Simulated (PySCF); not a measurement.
H₃BiTe, singlet, at a GFN2-xTB geometry (such geometries of metal compounds can be far from the true shape) (core potentials on Bi, Te), with bond 2-1 at 1.8 times its length; CASSCF(6,6)/def2-SVP run with PySCF.

The PySCF input:
```python
from pyscf import gto, scf, mcscf
import numpy

mol = gto.M(
    atom='''
Bi   -0.608123   -0.654675    0.601133
H     0.988676   -3.197019   -0.529506
H    -1.748352   -0.859428   -0.754183
Te    0.977016    1.059859   -0.949942
H     1.138749    2.151830    0.284145
''',
    basis='def2-svp',
    ecp={'Bi': 'def2-svp', 'Te': 'def2-svp'},
    charge=0,
    spin=0,
    verbose=4,
)

mf = scf.RHF(mol)
mf.kernel()
mc = mcscf.CASSCF(mf, 6, 6)
mc.fix_spin_(ss=0.0)
mc.kernel()
occ = numpy.linalg.eigvalsh(mc.fcisolver.make_rdm1(mc.ci, mc.ncas, mc.nelecas))[::-1]
ss = mc.fcisolver.spin_square(mc.ci, mc.ncas, mc.nelecas)[0]
print('natural occupations', occ.round(4), ' <S^2>', round(ss, 4))
```

Task: What does PySCF print? Leave out banner, timings and long lists.

Result: 
```
PySCF version 2.14.0

[INPUT] verbose = 4
[INPUT] num. atoms = 5
[INPUT] num. electrons = 50
[INPUT] charge = 0
[INPUT] spin (= nelec alpha-beta = 2S) = 0
[INPUT] symmetry False subgroup None
[INPUT] Mole.unit = angstrom
[INPUT] Symbol           X                Y                Z      unit          X                Y                Z       unit  Magmom
[INPUT]  1 Bi    -0.608123000000  -0.654675000000   0.601133000000 AA   -1.149185920049  -1.237156450600   1.135976734438 Bohr   0.0
[INPUT]  2 H      0.988676000000  -3.197019000000  -0.529506000000 AA    1.868326865930  -6.041490325031  -1.000621321314 Bohr   0.0
[INPUT]  3 H     -1.748352000000  -0.859428000000  -0.754183000000 AA   -3.303906449336  -1.624083543783  -1.425199317803 Bohr   0.0
[INPUT]  4 Te     0.977016000000   1.059859000000  -0.949942000000 AA    1.846292659318   2.002843240655  -1.795130214222 Bohr   0.0
[INPUT]  5 H      1.138749000000   2.151830000000   0.284145000000 AA    2.151923734622   4.066369366623   0.536956229665 Bohr   0.0

nuclear repulsion = 133.298811146038
number of shells = 29
number of NR pGTOs = 143
number of NR cGTOs = 67
basis = def2-svp
ecp = {'Bi': 'def2-svp', 'Te': 'def2-svp'}

******** <class 'pyscf.scf.hf.RHF'> ********
method = RHF
initial guess = minao
damping factor = 0
level_shift factor = 0
DIIS = <class 'pyscf.scf.diis.CDIIS'>
diis_start_cycle = 1
diis_space = 8
diis_damp = 0
SCF conv_tol = 1e-09
SCF conv_tol_grad = None
SCF max_cycles = 50
direct_scf = True
direct_scf_tol = 1e-13
Set gradient conv threshold to 3.16228e-05
Initial guess from minao.
init E= -425.857350410699
  HOMO = -1.05692209549047  LUMO = -0.987761240012187  gap/eV = 1.88196
cycle= 1 E= -480.363228197918  delta_E= -54.5  |g|= 2.44  |ddm|= 14.5
  HOMO = 0.0191975094205024  LUMO = 0.0520377123520612  gap/eV = 0.89363
cycle= 2 E= -481.157800349664  delta_E= -0.795  |g|= 1.49  |ddm|= 7.08
  HOMO = -0.169327231189526  LUMO = -0.071661589490577  gap/eV = 2.65762
cycle= 3 E= -481.949866792889  delta_E= -0.792  |g|= 0.505  |ddm|= 3.23
  HOMO = -0.240797444413059  LUMO = -0.125289383880658  gap/eV = 3.14313
cycle= 4 E= -482.138655446141  delta_E= -0.189  |g|= 0.137  |ddm|= 1.31
  HOMO = -0.275417080880644  LUMO = -0.0540991284096402  gap/eV = 6.02237
cycle= 5 E= -482.153846391283  delta_E= -0.0152  |g|= 0.0543  |ddm|= 0.388
  HOMO = -0.285526287309776  LUMO = -0.0439210861728627  gap/eV = 6.57441
cycle= 6 E= -482.158007032228  delta_E= -0.00416  |g|= 0.0337  |ddm|= 0.175
  HOMO = -0.282496018063183  LUMO = -0.0393952153532604  gap/eV = 6.61511
cycle= 7 E= -482.159696003693  delta_E= -0.00169  |g|= 0.0117  |ddm|= 0.139
  HOMO = -0.282560155053848  LUMO = -0.0388580076567502  gap/eV = 6.63147
cycle= 8 E= -482.160040696922  delta_E= -0.000345  |g|= 0.00406  |ddm|= 0.0674
  HOMO = -0.283565044398015  LUMO = -0.0386720470145736  gap/eV = 6.66388
cycle= 9 E= -482.160080781735  delta_E= -4.01e-05  |g|= 0.000968  |ddm|= 0.0283
  HOMO = -0.283564902359816  LUMO = -0.0385847142961557  gap/eV = 6.66625
cycle= 10 E= -482.16008197777  delta_E= -1.2e-06  |g|= 0.000264  |ddm|= 0.00465
  HOMO = -0.283561410640324  LUMO = -0.0385750140020811  gap/eV = 6.66642
cycle= 11 E= -482.16008206757  delta_E= -8.98e-08  |g|= 7.98e-05  |ddm|= 0.00106
  HOMO = -0.283555731716931  LUMO = -0.0385759386580551  gap/eV = 6.66624
cycle= 12 E= -482.160082079823  delta_E= -1.23e-08  |g|= 2.04e-05  |ddm|= 0.00041
  HOMO = -0.283554803344959  LUMO = -0.0385754827445304  gap/eV = 6.66623
cycle= 13 E= -482.16008208062  delta_E= -7.97e-10  |g|= 6.43e-06  |ddm|= 0.000105
  HOMO = -0.283554105736773  LUMO = -0.0385750006392653  gap/eV = 6.66622
Extra cycle  E= -482.160082080681  delta_E= -6.07e-11  |g|= 3.25e-06  |ddm|= 2.1e-05
converged SCF energy = -482.160082080681

******** <class 'pyscf.mcscf.mc1step.CASSCF'> ********
CAS (3e+3e, 6o), ncore = 22, nvir = 39
max_cycle_macro = 50
max_cycle_micro = 4
conv_tol = 1e-07
conv_tol_grad = None
orbital rotation max_stepsize = 0.02
orbital rotation threshold for CI restart = 0.01
augmented hessian ah_max_cycle = 30
augmented hessian ah_conv_tol = 1e-12
augmented hessian ah_linear dependence = 1e-14
augmented hessian ah_level shift = 1e-08
augmented hessian ah_start_tol = 2.5
augmented hessian ah_start_cycle = 3
augmented hessian ah_grad_trust_region = 3
kf_trust_region = 3
kf_interval = 4
ci_response_space = 4
ci_grad_trust_region = 3
with_dep4 0
natorb = False
canonicalization = True
sorting_mo_energy = False
ao2mo_level = 2
internal_rotation = False
******** <class 'pyscf.fci.addons.SpinPenaltyFCISolver'> ********
max. cycles = 50
conv_tol = 1e-08
davidson only = True
linear dependence = 1e-12
level shift = 0.001
max iter space = 12
nroots = 1
pspace_size = 400
spin = None
CASCI E = -482.217681651782  S^2 = 0.0000000
Set conv_tol_grad to 0.000316228
macro iter   1 ( 21 JK    4 micro), CASSCF E = -482.245323660345  dE = -2.76420086e-02  S^2 = 0.0000000
               |grad[o]|=0.104  |grad[c]|=0.0399  |ddm|=0.132  |maxRot[o]|=0.258
macro iter   2 ( 21 JK    4 micro), CASSCF E = -482.249707510791  dE = -4.38385045e-03  S^2 = 0.0000000
               |grad[o]|=0.0291  |grad[c]|=0.00745  |ddm|=0.0124  |maxRot[o]|=0.311
macro iter   3 ( 21 JK    4 micro), CASSCF E = -482.252678007448  dE = -2.97049666e-03  S^2 = 0.0000000
               |grad[o]|=0.0176  |grad[c]|=0.00607  |ddm|=0.00986  |maxRot[o]|=0.311
macro iter   4 ( 18 JK    4 micro), CASSCF E = -482.253078784040  dE = -4.00776592e-04  S^2 = 0.0000000
               |grad[o]|=0.00716  |grad[c]|=0.00259  |ddm|=0.0114  |maxRot[o]|=0.129
macro iter   5 ( 21 JK    4 micro), CASSCF E = -482.253076244890  dE =  2.53914982e-06  S^2 = 0.0000000
               |grad[o]|=0.00142  |grad[c]|=0.0033  |ddm|=0.0043  |maxRot[o]|=0.126
macro iter   6 ( 21 JK    4 micro), CASSCF E = -482.253120516908  dE = -4.42720174e-05  S^2 = 0.0000000
               |grad[o]|=0.0019  |grad[c]|=0.00154  |ddm|=0.00192  |maxRot[o]|=0.0612
macro iter   7 ( 12 JK    3 micro), CASSCF E = -482.253126210482  dE = -5.69357468e-06  S^2 = 0.0000000
               |grad[o]|=0.00126  |grad[c]|=0.000202  |ddm|=0.000691  |maxRot[o]|=0.00738
macro iter   8 (  5 JK    1 micro), CASSCF E = -482.253126252485  dE = -4.20030233e-08  S^2 = 0.0000000
               |grad[o]|=6.77e-05  |grad[c]|=6.85e-05  |ddm|=6.97e-05  |maxRot[o]|=0.000563
1-step CASSCF converged in   8 macro (140 JK  28 micro) steps
CASSCF canonicalization
Density matrix diagonal elements [1.95871476 1.94708144 1.55772906 0.48493766 0.03768625 0.01385084]
CASSCF energy = -482.253126252485
CASCI E = -482.253126252485  E(CI) = -5.46785601468252  S^2 = 0.0000000
natural occupations [1.9852 1.9615 1.5273 0.4754 0.0377 0.0129]  <S^2> 0.0
```
